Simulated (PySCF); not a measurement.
Trend along the fifth-period p block: MAs molecules

PBE with double-zeta basis sets in PySCF, for the lowest determinant that a PBE0 search found; no spin–orbit coupling. De refers to high-spin ground-configuration atoms. A positive dipole means M(−)As(+).

| M | basis | state (unpaired electrons) | Re (Å) | ωe (cm⁻¹) | De (eV) | μ (D) |
| --- | --- | --- | --- | --- | --- | --- |
| In | def2-SVP | triplet (π ↑↑) | 2.787 | 173 | 1.96 | -1.68 |
| Sn | def2-SVP | doublet (π ↑) | 2.476 | 275 | 2.93 | -1.53 |
| Te | def2-SVP | doublet (π ↑) | 2.379 | 319 | 3.30 | -0.01 |
| I | def2-SVP | triplet (π ↑↑) | 2.519 | 251 | 2.63 | 0.42 |

The shortest bond is that of TeAs (2.379 Å), the longest that of InAs (2.787 Å). TeAs is bound most strongly (3.30 eV) and InAs least (1.96 eV).

The state changes along the series, so neighbouring rows are not always alike in their bonding.

These are scalar-relativistic numbers at best; spin–orbit coupling would shift them, the dissociation energy most. States were picked by a PBE0 search and need not be the measured ground states.
